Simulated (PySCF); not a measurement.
Species: CBF$_{2}$O (charge 0, doublet). It need not be the lowest isomer of its formula. 
Coordinates optimised at B3LYP-D3(BJ)/def2-TZVP (Ansatz):
SMILES: O=[C]B(F)F
```xyz
5

O     -2.0990     0.3341     0.3707
C     -0.9725     0.1548     0.1717
B      0.4853    -0.0773    -0.0857
F      1.2261     0.9057    -0.5875
F      1.0184    -1.2630     0.1912
```
Charge 0, spin multiplicity 2.

Dispersion corrections to the total energy (kcal/mol) from the dftd3 and dftd4 libraries through PySCF: D3(BJ) without and D4 with the three-body term, each with the damping fitted for the functional named.

```csv
functional,D3(BJ),D4
HF,___,-6.52
PBE0,___,-1.38
B2GP-PLYP,-0.93,-0.68
HSE06,___,-1.27
r2SCAN,-0.38,-0.40
B2PLYP,-1.17,-1.15
PBE,-1.45,-1.66
```

Some entries are withheld; supply them.


- HF, D3(BJ): -13.42
- PBE0, D3(BJ): -1.23
- HSE06, D3(BJ): -0.91
